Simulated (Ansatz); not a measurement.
## Halogen abstraction

Start structure (GeH$_{4}$F, doublet), relaxed at PBE0-D4/def2-TZVP:

F1  (-1.210, -0.075, -0.707)
Ge2  (-0.145, 0.251, 0.632)
H3  (1.003, -1.169, -2.812)
H4  (-0.288, 1.746, 0.940)
H5  (1.266, -0.118, 0.159)
H6  (-0.626, -0.634, 1.788)
(Å)

The step: GeH₃F ([F][GeH3]) + H → GeH₃ + HF; bonds formed: F1–H3; bonds broken: F1–Ge2. Program: Ansatz 0.2.0. Basis: def2-TZVPP and def2-QZVPP. Cores are frozen in the correlated methods; orbitals are unrestricted. Filled d shells of the heavier atoms are correlated. The def2 sets are not built for correlating such inner shells, so the correlated values are less sure here. Extrapolation: Hartree–Fock as exp(−7.88 √X), correlation as X^−2.97. Energies below are by CCSD(T) at an estimated basis limit (MP2 extrapolated from triple and quadruple zeta, plus CCSD(T) − MP2 in triple zeta).

(1) What are the electronic barrier and the energy of the step, from the start structure to the end structure? (Judge from chemistry; the value comes from the calculation.)

The T1 diagnostic stays at or below 0.016. ⟨S²⟩ of the unrestricted Hartree–Fock references: 0.75 to 0.77 (a pure state has 0.75).

Answers

(1) By the calculation: Barrier 23.07 kcal/mol; step energy -13.39 kcal/mol (downhill); reverse barrier, their difference, 36.46 kcal/mol. Barrier and step energy count from the start structure, the reverse barrier from the end structure.

The saddle point: One imaginary mode of 443i cm⁻¹.
```csv
pair,start (Å),saddle (Å),end (Å)
F1–H3,3.24,1.45,0.93
F1–Ge2,1.74,2.01,3.51
```

Zero-point energy (harmonic, PBE0-D4): ZPE is 16.16 kcal/mol at the start and 17.49 kcal/mol at the saddle, so the barrier goes from 23.07 to 24.40 kcal/mol.

Radical steps of this kind take place in plasma deposition and etching.

Labels in which every atom is bracketed show which atoms are joined, not bond orders.

For scale, one of the runs: CCSD(T)/def2-TZVPP, 135 basis functions, launched by `ansatz run in.yaml --threads 2 --pin off --events-out ev --progress --plain --max-ram 4352MiB`. Time: 72 s of wall clock on 2 CPU threads of an Arm Neoverse V1; the host was shared. Peak host memory: 1.7 GiB.
